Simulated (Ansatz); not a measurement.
Cost and result for the atomization energy of CH4Cl2O2Si (`OC(O)(Cl)[SiH2]Cl`) (10 atoms, 9 bonds).

Cartesian coordinates in Å:
```
O 1.1027 1.1714 -0.3189
C 0.4023 0.2613 0.4251
O -0.4542 0.8619 1.3355
Cl 1.5306 -0.7415 1.4444
Si -0.4285 -1.0180 -0.7213
Cl -1.9920 -0.0241 -1.6245
H 1.4862 1.8247 0.2828
H -1.1729 1.2633 0.8286
H 0.5167 -1.4920 -1.7517
H -0.9909 -2.1070 0.0999
```

Charge 0, multiplicity 1. Geometry: relaxed with PBE0-D4/def2-TZVP. It is one conformer, not always the lowest. Program: Ansatz. All runs use 4 threads of an Arm Neoverse V2 on a shared host. Times are those of one run each, without the atoms' runs, and a repeat can differ threefold. Electronic energies, without spin–orbit coupling; frozen cores. CCSD(T)/CBS adds CCSD(T) − MP2 in def2-TZVPP to the MP2 limit, and its time is that of the two runs behind it. T1 = 0.011. B3LYP takes the VWN-RPA correlation (the form of Gaussian; ORCA's B3LYP/G). HSE06 is the plane-wave form, built on full-range PBE exchange.

CCSD(T)/CBS is a level of theory with its own doubt, some kJ/mol a heavy atom from the limit and from the frozen cores, so smaller differences don't rank the functionals.

| level | functions | wall time |
| --- | --- | --- |
| PBE0-D4/def2-TZVPP | 275 | 5.5 s |
| HSE06-D4/def2-TZVPP | 275 | 6 s |
| BHLYP-D4/def2-TZVPP | 275 | 6 s |
| CAM-B3LYP-D4/def2-TZVPP | 275 | 6 s |
| r2SCAN-D4/def2-TZVPP (with forces) | 275 | 8 s |
| B3LYP-D4/def2-TZVPP (with forces) | 275 | 8 s |
| CCSD(T)/def2-SVP | 116 | 9 s |
| ωB97X-V/def2-TZVPP | 275 | 12 s |
| B97M-V/def2-TZVPP | 275 | 13 s |
| ωB97M-V/def2-TZVPP (with forces) | 275 | 18 s |
| MP2/def2-QZVPP | 501 | 33 s |
| CCSD(T)/def2-TZVPP | 275 | 6 min |
| CCSD(T)/CBS(def2) | – | 6.5 min |

Question: What atomization energy does each give, and how far from CCSD(T)/CBS? (Best estimate.)

Answer: Ansatz gave: 
```json
{"level": "PBE0-D4/def2-TZVPP", "atomization (kcal/mol)": "823.8", "difference from CCSD(T)/CBS": "-2.5", "per bond": "-0.3"}
{"level": "HSE06-D4/def2-TZVPP", "atomization (kcal/mol)": "824.7", "difference from CCSD(T)/CBS": "-1.6", "per bond": "-0.2"}
{"level": "BHLYP-D4/def2-TZVPP", "atomization (kcal/mol)": "783.7", "difference from CCSD(T)/CBS": "-42.6", "per bond": "-4.7"}
{"level": "CAM-B3LYP-D4/def2-TZVPP", "atomization (kcal/mol)": "822.0", "difference from CCSD(T)/CBS": "-4.3", "per bond": "-0.5"}
{"level": "r2SCAN-D4/def2-TZVPP (with forces)", "atomization (kcal/mol)": "829.0", "difference from CCSD(T)/CBS": "2.7", "per bond": "0.3"}
{"level": "B3LYP-D4/def2-TZVPP (with forces)", "atomization (kcal/mol)": "816.6", "difference from CCSD(T)/CBS": "-9.7", "per bond": "-1.1"}
{"level": "CCSD(T)/def2-SVP", "atomization (kcal/mol)": "762.3", "difference from CCSD(T)/CBS": "-64.0", "per bond": "-7.1"}
{"level": "ωB97X-V/def2-TZVPP", "atomization (kcal/mol)": "828.2", "difference from CCSD(T)/CBS": "1.9", "per bond": "0.2"}
{"level": "B97M-V/def2-TZVPP", "atomization (kcal/mol)": "825.6", "difference from CCSD(T)/CBS": "-0.7", "per bond": "-0.1"}
{"level": "ωB97M-V/def2-TZVPP (with forces)", "atomization (kcal/mol)": "829.2", "difference from CCSD(T)/CBS": "2.9", "per bond": "0.3"}
{"level": "MP2/def2-QZVPP", "atomization (kcal/mol)": "840.7", "difference from CCSD(T)/CBS": "14.4", "per bond": "1.6"}
{"level": "CCSD(T)/def2-TZVPP", "atomization (kcal/mol)": "797.7", "difference from CCSD(T)/CBS": "-28.6", "per bond": "-3.2"}
{"level": "CCSD(T)/CBS(def2)", "atomization (kcal/mol)": "826.3", "difference from CCSD(T)/CBS": "0.0", "per bond": "0.0"}
```

In def2-TZVPP, CCSD(T) changes the Hartree–Fock value by +238.9 kcal/mol (the triples alone add +17.6 kcal/mol) and MP2 by +265.0 kcal/mol; breaking electron pairs costs correlation energy, which Hartree–Fock lacks. From r2SCAN to r2SCAN0 (25 % exact exchange), in def2-TZVPP and without D4, the atomization energy moves by −20.8 kcal/mol: exact exchange takes away binding that semilocal exchange gives to molecules. At CCSD(T), def2-SVP lies −64.0 kcal/mol from the extrapolated value and def2-TZVPP −28.6 kcal/mol: correlation converges slowly with the basis, and small sets miss more of it in the bonded molecule than in its fragments.
